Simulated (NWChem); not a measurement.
All runs are NWChem calculations. System: C4H3S, charge 1, spin multiplicity 3, at the geometry of a parent with another charge or spin, in a state set for the comparison that need not be this species' ground state. Its SCF solution wasn't tested for a lower state. Level: UHF/def2-TZVP.

NWChem printed:

```
             Northwest Computational Chemistry Package (NWChem) 7.3.0
             --------------------------------------------------------

                                NWChem Input Module
                                -------------------

 Scaling coordinates for geometry "geometry" by  1.889725989
 (inverse scale =  0.529177249)

                             Geometry "geometry" -> ""
                             -------------------------

 Output coordinates in angstroms (scale by  1.889725989 to convert to a.u.)

  No.       Tag          Charge          X              Y              Z
 ---- ---------------- ---------- -------------- -------------- --------------
    1 C                    6.0000     0.14421900     1.23787000     0.00000000
    2 C                    6.0000     1.36022000     0.63451300     0.00000000
    3 C                    6.0000     1.18423100    -0.78877700     0.00000000
    4 C                    6.0000    -0.13052500    -1.17285300     0.00000000
    5 S                   16.0000    -1.19661200     0.19199800     0.00000000
    6 H                    1.0000     2.32383200     1.14517800     0.00000000
    7 H                    1.0000     2.01355000    -1.49896400     0.00000000
    8 H                    1.0000    -0.54046000    -2.18269800     0.00000000

 Effective nuclear repulsion energy (a.u.)     192.3610301742

            Nuclear Dipole moment (a.u.)
            ----------------------------
        X                 Y               Z
 ---------------- ---------------- ----------------
     0.0000000000     0.0000037795     0.0000000000


 Summary of "ao basis" -> "" (spherical)
 ------------------------------------------------------------------------------
       Tag                 Description            Shells   Functions and Types
 ---------------- ------------------------------  ------  ---------------------
 *                         def2-tzvp                  on all atoms

 Summary of "ao basis" -> "ao basis" (spherical)
 ------------------------------------------------------------------------------
       Tag                 Description            Shells   Functions and Types
 ---------------- ------------------------------  ------  ---------------------
 C                         def2-tzvp                11       31   5s3p2d1f
 S                         def2-tzvp                13       37   5s5p2d1f
 H                         def2-tzvp                 4        6   3s1p
[...]
    1 C    6     5.85   0.86  1.12  0.53  0.66  0.05  1.12  1.25  0.16  0.02  0.09  0.01
    2 C    6     6.11   0.86  1.12  0.50  0.59  0.10  1.23  1.32  0.28  0.02  0.08  0.01
    3 C    6     6.07   0.86  1.12  0.51  0.59  0.08  1.22  1.31  0.27  0.02  0.08  0.01
    4 C    6     6.00   0.86  1.12  0.52  0.67  0.05  1.17  1.30  0.20  0.02  0.09  0.01
    5 S   16    15.67   2.01  0.49  1.48  1.07  0.72  4.18  1.69  0.87  2.24  0.73  0.06  0.11  0.02
    6 H    1     0.77   0.25  0.45  0.04  0.02
    7 H    1     0.77   0.26  0.45  0.04  0.02
    8 H    1     0.75   0.25  0.44  0.03  0.02

  Mulliken analysis of the alpha density
  --------------------------------------

    Atom       Charge   Shell Charges
 -----------   ------   -------------------------------------------------------
    1 C    6     3.73   0.43  0.56  0.32  0.40  0.03  0.84  0.96  0.15  0.01  0.04  0.00
    2 C    6     2.93   0.43  0.56  0.25  0.28  0.06  0.58  0.60  0.11  0.01  0.05  0.01
    3 C    6     3.13   0.43  0.56  0.26  0.30  0.04  0.64  0.70  0.14  0.01  0.04  0.00
    4 C    6     3.32   0.43  0.56  0.27  0.34  0.03  0.69  0.80  0.14  0.01  0.05  0.00
    5 S   16     7.76   1.00  0.24  0.74  0.54  0.36  2.09  0.85  0.42  1.06  0.34  0.04  0.07  0.01
    6 H    1     0.40   0.13  0.23  0.02  0.01
    7 H    1     0.38   0.13  0.22  0.02  0.01
    8 H    1     0.36   0.12  0.21  0.01  0.01

   Mulliken analysis of the beta density
   -------------------------------------

    Atom       Charge   Shell Charges
 -----------   ------   -------------------------------------------------------
    1 C    6     2.12   0.43  0.56  0.21  0.26  0.02  0.28  0.29  0.01  0.01  0.04  0.00
    2 C    6     3.18   0.43  0.56  0.25  0.31  0.04  0.65  0.72  0.17  0.01  0.03  0.00
    3 C    6     2.94   0.43  0.56  0.25  0.29  0.04  0.57  0.62  0.13  0.01  0.04  0.00
    4 C    6     2.69   0.43  0.56  0.25  0.32  0.02  0.48  0.51  0.07  0.01  0.04  0.00
    5 S   16     7.92   1.00  0.24  0.74  0.53  0.37  2.09  0.84  0.45  1.18  0.39  0.03  0.05  0.01
    6 H    1     0.37   0.12  0.22  0.02  0.01
    7 H    1     0.39   0.13  0.23  0.02  0.01
    8 H    1     0.39   0.13  0.23  0.02  0.01

   Mulliken analysis of the spin density
   -------------------------------------

    Atom       Charge   Shell Charges
 -----------   ------   -------------------------------------------------------
    1 C    6     1.61   0.00 -0.01  0.10  0.14  0.01  0.56  0.67  0.13 -0.00 -0.00 -0.00
    2 C    6    -0.24  -0.00  0.00 -0.00 -0.03  0.01 -0.06 -0.11 -0.06  0.00  0.02  0.00
    3 C    6     0.19   0.00 -0.00  0.01  0.01  0.01  0.07  0.08  0.00  0.00  0.01  0.00
    4 C    6     0.63   0.00 -0.00  0.02  0.02  0.01  0.21  0.29  0.07 -0.00  0.01 -0.00
    5 S   16    -0.16  -0.00  0.00 -0.00  0.00 -0.01 -0.01  0.00 -0.03 -0.12 -0.05  0.01  0.02  0.01
    6 H    1     0.02   0.01  0.01  0.00 -0.00
    7 H    1    -0.01  -0.00 -0.01 -0.00  0.00
    8 H    1    -0.03  -0.01 -0.02 -0.01  0.00

       Multipole analysis of the density wrt the origin
       ------------------------------------------------

     L   x y z        total         alpha         beta         nuclear
     -   - - -        -----         -----         ----         -------
     0   0 0 0      1.000000    -22.000000    -20.000000     43.000000

     1   1 0 0      0.752939      0.176155      0.576784      0.000000
     1   0 1 0     -0.584633     -1.607626      1.022989      0.000004
     1   0 0 1     -0.000000     -0.000000     -0.000000      0.000000

------------------------------------------------------------
EAF file 0: "./mol.aoints.0" size=524288 bytes
------------------------------------------------------------
               write      read    awrite     aread      wait
               -----      ----    ------     -----      ----
     calls:        1        92         0         0         0
   data(b): 5.24e+05  4.82e+07  0.00e+00  0.00e+00
   time(s): 0.00e+00  0.00e+00  0.00e+00  0.00e+00  0.00e+00
rate(mb/s): 0.00e+00  0.00e+00
------------------------------------------------------------

     2   2 0 0    -17.684406   -102.445858   -102.360121    187.121573
     2   1 1 0      0.663391      2.553260      2.715968     -4.605837
     2   1 0 1     -0.000000     -0.000000      0.000000      0.000000
     2   0 2 0    -16.713652    -74.872996    -57.930246    116.089591
     2   0 1 1      0.000000      0.000000      0.000000      0.000000
     2   0 0 2    -26.135000    -14.351850    -11.783150      0.000000

 Task  times  cpu:      341.7s     wall:      341.7s

 Total times  cpu:      341.7s     wall:      341.7s
```

Problem. Write an NWChem input that would produce this output.

Solution. One answer among several that fit: 
```
start mol
memory heap 200 mb stack 900 mb global 1100 mb
charge 1
geometry units angstroms nocenter noautoz noautosym
  C      0.144219     1.237870     0.000000
  C      1.360220     0.634513     0.000000
  C      1.184231    -0.788777     0.000000
  C     -0.130525    -1.172853     0.000000
  S     -1.196612     0.191998     0.000000
  H      2.323832     1.145178     0.000000
  H      2.013550    -1.498964     0.000000
  H     -0.540460    -2.182698     0.000000
end
basis spherical
  * library def2-tzvp
end
scf
  uhf
  nopen 2
  maxiter 100
  thresh 1e-7
  semidirect memsize 60000000 filesize 0
end
task scf energy
```
